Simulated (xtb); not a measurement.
xtb input:

```bash
xtb mol.xyz --gfn 1 --sp --chrg 1 --uhf 0
```
mol.xyz:
```
4

F     -1.55803598    -1.01360056    -0.02059180
C     -0.85470957     0.02550051    -0.01885510
F     -1.49425997     1.10466670    -0.04674259
Br     0.93139774    -0.02778852     0.02054686
```

Which total energy does the run end on?

-15.66715 Eh (GFN1-xTB).
